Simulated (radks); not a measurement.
The numbers below are computed, except where a source is named.
Ionisation of Ta, [Xe] 4f14 5d3 6s2, to Ta+, [Xe] 4f14 5d3 6s1, under several functionals. Dirac Kohn-Sham, spin-unpolarised, spherical densities, point nucleus; open shells are shared between the two j in proportion to 2j + 1; a radial shooting solver on a logarithmic mesh with Libxc functionals.

| functional | E(Ta) (hartree) | Exc (hartree) | IE (eV) | -e(HOMO) (eV) | <r> HOMO (bohr) | IE error (eV) |
|---|---|---|---|---|---|---|
| AM05 | -15616.9971 | -308.3587 | 8.438 | 3.352 | 2.297 | +0.888 |
| RPBE | -15626.3746 | -317.8170 | 8.381 | 3.317 | 2.310 | +0.832 |
| PBEsol | -15621.2293 | -312.6227 | 8.509 | 3.396 | 2.301 | +0.960 |
| LDA (Slater exchange, VWN5 correlation) | -15616.6788 | -308.0381 | 8.695 | 3.558 | 2.294 | +1.145 |
| Wu-Cohen GGA | -15624.7741 | -316.2081 | 8.525 | 3.397 | 2.300 | +0.976 |
| B86b exchange with PBE correlation | -15627.1061 | -318.5579 | 8.499 | 3.384 | 2.306 | +0.949 |
| LDA (Slater exchange, Perdew-Zunger correlation) | -15616.6540 | -308.0133 | 8.704 | 3.560 | 2.296 | +1.154 |
| exchange-only B88 | -15622.9222 | -314.3181 | 7.790 | 2.579 | 2.354 | +0.240 |
| BLYP | -15626.8409 | -318.2801 | 8.396 | 3.229 | 2.313 | +0.847 |

NIST Atomic Spectra Database: 7.550 eV (measured). Closest: exchange-only B88. The Delta-SCF values span 0.91 eV, the total energies 10.45 hartree. The highest occupied level is 5d5/2. Spin polarisation and multiplet splitting are left out, so open shells lie too high by an amount that depends on their filling. Sharing an open shell by 2j + 1 raises it above the true ground level by a part of the spin-orbit splitting, which enters the differences from NIST.

Beside tabulated values, note that spin-unpolarised runs miss the spin-polarisation part of the exchange energy of open shells.
